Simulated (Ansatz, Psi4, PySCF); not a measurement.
Molecule: BNH (charge 0, doublet). SMILES: B=[N]
Geometry: optimised at B3LYP-D3(BJ)/def2-TZVP (Ansatz, a first-principles code).

Wanted: enthalpy of formation at 298 K, in kcal/mol. Conventions: spin-orbit terms left out; dispersion terms only where a functional's name holds one; 6-311+G** with 5d; valence correlation only; 6-31G* and kin with 6d, 5d where marked; UHF or UKS for open shells; non-relativistic. Basis-set limits of correlation are two-point, X^-3; Hartree-Fock from the larger set. Ab initio and DFT rows: single points at B3LYP-D3(BJ) geometries (Ansatz), with unscaled harmonic terms from B3LYP/6-31G* at its own minima, enthalpies of formation by atomisation with measured atoms. A UHF reference is markedly spin-contaminated in at least one set, which strains HF and MP2.

Coupled cluster (Ansatz) is a level with limits of its own, used here on species with T1 under 0.025 (0.045 for open shells) and stable references: CCSD(T)/CBS(aug-cc-pVTZ,aug-cc-pVQZ).

Value to compare with, CCSD(T)/CBS(aug-cc-pVTZ,aug-cc-pVQZ) (Ansatz): 93.5 kcal/mol.

| level | program | enthalpy of formation at 298 K (kcal/mol) | difference |
|---|---|---|---|
| HF/STO-3G | Ansatz | 145.7 | 52.2 |
| HF/3-21G | Ansatz | 187.5 | 94.0 |
| HF/6-311+G** | Ansatz | 167.5 | 74.0 |
| BLYP/6-31G* | Ansatz | 80.8 | -12.7 |
| BP86/6-31G* (5d) | PySCF | 76.7 | -16.8 |
| B3LYP/6-31G* | Ansatz | 85.3 | -8.2 |
| wB97X-D/6-31G* | Psi4 | 90.3 | -3.2 |
| B3LYP/def2-TZVPD | Ansatz | 84.3 | -9.2 |
| wB97M-V/def2-TZVPD | Ansatz | 86.1 | -7.4 |
| B2PLYP-D3(BJ)/def2-TZVPD | Ansatz + dftd3 | 88.5 | -5.0 |

Among the 7 habitual levels, HF/3-21G lies farthest from CCSD(T)/CBS(aug-cc-pVTZ,aug-cc-pVQZ) (Ansatz) (94.0 kcal/mol) and wB97X-D/6-31G* nearest (-3.2); 3 of 7 lie above it, and their mean absolute difference is 37.3 kcal/mol, the median 16.8. One case shows no general order.

The levels are drawn from those run, B3LYP/6-31G* more often than the rest, none by its result; runs whose electronic state is in doubt are left out.
